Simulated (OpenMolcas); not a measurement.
# Mn⁴⁺: effect of the basis set

| Quantity | Value |
| --- | --- |
| Program | OpenMolcas |
| Method | SS-CASPT2, IPEA 0.25 Eh, imaginary shift 0.1 Eh (closed shells correlated: 3s 3p) |
| Active space | 3 electrons in 5 orbitals (3d) |
| State averaging | 2S+1 = 4 even, 10 roots; 2S+1 = 2 even, 40 roots |
| Spin-orbit coupling | RASSI with atomic mean-field integrals over the reference wave functions, term energies averaged over their components |

A. ANO-R1 [5s3p3d1f], X2C, finite nucleus; CASPT2 step of the order of 6 core-seconds
B. ANO-RCC-VTZP [6s5p3d2f1g], DKH2, point nucleus; CASPT2 step of the order of 9 core-seconds
C. ANO-L-VTZP [6s5p3d2f1g], non-relativistic, point nucleus; CASPT2 step about 11 core-seconds
D. ANO-R2 [7s4p4d2f1g], X2C, finite nucleus; CASPT2 step about 10 core-seconds
E. ANO-RCC-VQZP [7s6p4d3f2g1h], DKH2, point nucleus; CASPT2 step of the order of 22 core-seconds
F. ANO-R3 [8s5p5d3f2g1h], X2C, finite nucleus; CASPT2 step of the order of 21 core-seconds

Energies in cm⁻¹ above 3d³ ⁴F_3/2, the measured ground level; measured values from Corliss and Sugar, J. Phys. Chem. Ref. Data 6, 1253 (1977).

| Level | A | B | C | D | E | F | Measured |
| --- | --- | --- | --- | --- | --- | --- | --- |
| 3d³ ⁴F_3/2 | 0.0 | 0.0 | 0.0 | 0.0 | 0.0 | 0.0 | 0.0 |
| 3d³ ⁴F_5/2 | 377 | 374 | 391 | 367 | 363 | 367 | 359 |
| 3d³ ⁴F_7/2 | 888 | 881 | 921 | 864 | 854 | 865 | 835 |
| 3d³ ⁴F_9/2 | 1518 | 1506 | 1573 | 1477 | 1460 | 1478 | 1412 |
| 3d³ ⁴P_1/2 | 17520 | 17170 | 17400 | 17140 | 17060 | 16930 | 16434 |
| 3d³ ⁴P_3/2 | 17680 | 17320 | 17560 | 17290 | 17210 | 17090 | 16595 |
| 3d³ ⁴P_5/2 | 18110 | 17760 | 18010 | 17710 | 17630 | 17510 | 17049 |
| 3d³ ²G_7/2 | 18860 | 18110 | 18400 | 18140 | 17830 | 17680 | 17892 |
| 3d³ ²G_9/2 | 19390 | 18630 | 18950 | 18650 | 18340 | 18200 | 18399 |
| 3d³ ²D_3/2(1) [66 %] | 24910 | 24130 | 24450 | 24150 | 23840 | 23670 |  |
| 3d³ ²P_1/2 | 25960 | 24910 | 25270 | 24940 | 24530 | 24480 | 23082 |
| 3d³ ²D_5/2(1) | 26030 | 25320 | 25700 | 25320 | 25030 | 24830 | 24630 |
| 3d³ ²H_9/2 | 26370 | 25130 | 25570 | 25200 | 24850 | 24670 | 24975 |
| 3d³ ²H_11/2 | 26770 | 25520 | 25970 | 25590 | 25230 | 25050 | 25334 |
| 3d³ ²P_3/2 [66 %] | 26920 | 25950 | 26360 | 25950 | 25580 | 25500 |  |
| 3d³ ²F_7/2 | 43120 | 41400 | 41970 | 41480 | 41120 | 40840 | 40423 |
| 3d³ ²F_5/2 | 43350 | 41620 | 42200 | 41700 | 41340 | 41060 | 40707 |
| 3d³ ²D_5/2(2) | 67110 | 64930 | 65740 | 65040 | 64600 | 64090 | 62608 |
| 3d³ ²D_3/2(2) | 67380 | 65200 | 66020 | 65300 | 64850 | 64350 | 62854 |

Deviations, from unrounded energies. A percentage is the sum of absolute deviations over the sum of measured energies, with the sign that they share, or ± where signs differ.

```json
{"Against measurement": "mean absolute deviation (cm-1)", "Levels": "16", "A": "1700", "B": "760", "C": "1100", "D": "790", "E": "590", "F": "490"}
{"Against measurement": "fine structure of the ground term (%)", "Levels": "3", "A": "+6.8", "B": "+5.9", "C": "+10.7", "D": "+3.9", "E": "+2.7", "F": "+4.0"}
{"Against measurement": "other terms of the ground configuration (%)", "Levels": "13", "A": "+6.8", "B": "+3.1", "C": "+4.5", "D": "+3.2", "E": "±2.4", "F": "±2.0"}
```

F lies closest to measurement on these levels and A furthest from it. The largest miss of F in the table is 3d³ ²D_3/2(2), by +1500 cm-1. The ranking rests on the paired levels alone, and a cruder setting can come out closer through cancelling errors.

The two smallest mean deviations differ by little beside CASPT2's spread within terms, so their order carries little weight.

Among A to F the level of the table that moves most is 3d³ ²D_3/2(2), by 3000 cm-1 (lowest in F, highest in A). Moves below CASPT2's spread within the term are not significant.

CASPT2 breaks the degeneracy within a term, and the mean is taken; among the terms shown or strongly mixed into the levels shown the widest spread is 870 cm-1 (3d³ ⁴F, E). The CASPT2 spread within a term exceeds the gap to the next term for 3d³ ²D(1) and 3d³ ²P, 3d³ ²P and 3d³ ²H, so the order of their levels is uncertain, and so are names and mixing where such terms share a J. The basis is small and was not contracted for so high a charge (holds for A). Computed and measured levels are paired by configuration, term and J; levels that our copy of the source lacks, or whose pairing is in doubt (as where it misses far off the trend of its configuration), stay unpaired and out of the deviations. Only configurations of the active space appear.

A share in square brackets marks a mixed level and gives the weight of the term that names it, the lowest over the columns. A number in round brackets counts repeated terms of one configuration in the order of the reference energies.
